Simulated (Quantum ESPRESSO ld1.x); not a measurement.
Question: Radial electron density D(r) = 4 pi r^2 rho(r) of an atom or ion with 39 electrons. Method: Dirac Kohn-Sham, BLYP, spin-unpolarised, spherical densities, point nucleus; computed with ld1.x of Quantum ESPRESSO 7.5.

| r (bohr) | D(r) (e/bohr) |
|---|---|
| 0.003354 | 6.363 |
| 0.003874 | 8.026 |
| 0.004474 | 10.06 |
| 0.005166 | 12.51 |
| 0.005967 | 15.42 |
| 0.006891 | 18.81 |
| 0.007958 | 22.70 |
| 0.009191 | 27.01 |
| 0.01061 | 31.67 |
| 0.01226 | 36.47 |
| 0.01416 | 41.18 |
| 0.01635 | 45.46 |
| 0.01888 | 48.94 |
| 0.02181 | 51.25 |
| 0.02518 | 52.11 |
| 0.02908 | 51.48 |
| 0.03359 | 49.58 |
| 0.03879 | 47.05 |
| 0.0448 | 44.80 |
| 0.05174 | 43.92 |
| 0.05975 | 45.25 |
| 0.06901 | 49.02 |
| 0.07969 | 54.49 |
| 0.09204 | 59.98 |
| 0.1063 | 63.30 |
| 0.1228 | 62.66 |
| 0.1418 | 57.70 |
| 0.1637 | 50.03 |
| 0.1891 | 42.76 |
| 0.2184 | 39.03 |
| 0.2522 | 40.06 |
| 0.2913 | 44.18 |
| 0.3364 | 47.60 |
| 0.3885 | 46.71 |
| 0.4486 | 40.39 |
| 0.5181 | 30.57 |
| 0.5984 | 20.84 |
| 0.691 | 14.08 |
| 0.7981 | 11.03 |
| 0.9217 | 10.36 |
| 1.064 | 10.05 |
| 1.229 | 8.831 |
| 1.42 | 6.684 |
| 1.64 | 4.367 |
| 1.894 | 2.599 |
| 2.187 | 1.608 |
| 2.525 | 1.191 |
| 2.917 | 1.007 |
| 3.368 | 0.8205 |
| 3.89 | 0.5748 |
| 4.493 | 0.3291 |
| 5.188 | 0.1493 |
| 5.992 | 0.05200 |
| 6.92 | 0.01342 |
| 7.992 | 0.002484 |
| 9.23 | 0.0003167 |

What is the nuclear charge?

Answer: Z = 41. The innermost maximum, from 1s, lies near gamma/Z bohr with gamma = sqrt(1 - (Z/c)^2) = 0.954, here 0.0233 bohr (found: 0.0254), and its height grows with Z. The density is that of the niobium ion Nb2+ in [Kr] 4d1 5p2; the configuration itself is not fixed sharply by these data, and Z only to a few units. D(r) has 3 maxima, at r = 0.0254, 0.112, 0.353 bohr, and minima at 0.0513, 0.227 bohr, inside which lie 2.06, 11.09 electrons.
